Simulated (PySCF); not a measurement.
C3H3F4, SMILES F[C](F)CC(F)F (connectivity only; charge and spin as stated), charge +1, multiplicity 1. Atoms are numbered in the order given.

```xyz
10

F      1.6366    -0.2937    -1.0377
C      1.2300    -0.1013     0.1232
F      1.9485     0.6592     0.8046
C     -0.0023    -0.6575     0.6136
C     -1.2401     0.2599     0.2055
F     -1.1011     0.5725    -1.0814
F     -2.3161    -0.4718     0.3928
H     -0.1850    -1.6217     0.1116
H      0.0238    -0.7560     1.7088
H     -1.2755     1.1751     0.8208
```
Charge +1, spin multiplicity 1.

The structure is a stationary point at PBE0-D3(BJ)/def2-SVP. The spin state was assumed, not searched. The isomer is the one that the SMILES or the coordinates give; other isomers of the formula were not compared. One conformer was computed; it need not be the lowest.

Calculation: PBE/def2-TZVP run with PySCF.

ESP charges are fitted to the potential on shells at 1.4 to 2.0 van der Waals radii. Atomic charges (e):

```tsv
atom	ESP fit	meta-Löwdin	Löwdin
F1	?	-0.04	0.48
C2	0.65	0.76	-0.38
F3	?	-0.05	0.47
C4	?	-0.31	-0.16
C5	?	0.47	-0.49
F6	-0.09	-0.23	0.25
F7	-0.05	-0.19	0.29
H8	0.31	0.22	0.21
H9	0.29	0.21	0.20
H10	0.16	0.15	0.15
```

Problem. What belongs in the gaps? (An estimate is asked for; the answer gives what the named calculation found.)

Solution. 
- F1, ESP fit: 0.04
- F3, ESP fit: 0.04
- C4, ESP fit: -0.60
- C5, ESP fit: 0.26

Computed Mayer and Wiberg (Löwdin basis) orders of the bonds:
```
bond    Mayer  Wiberg
------  -----  ------
F1–C2    1.42    2.13
C2–F3    1.40    2.12
C2–C4    1.14    1.38
C4–C5    0.85    1.02
C5–F6    1.14    1.82
C5–F7    1.20    1.87
C4–H8    0.89    0.78
C4–H9    0.90    0.80
C5–H10   0.94    0.85
```
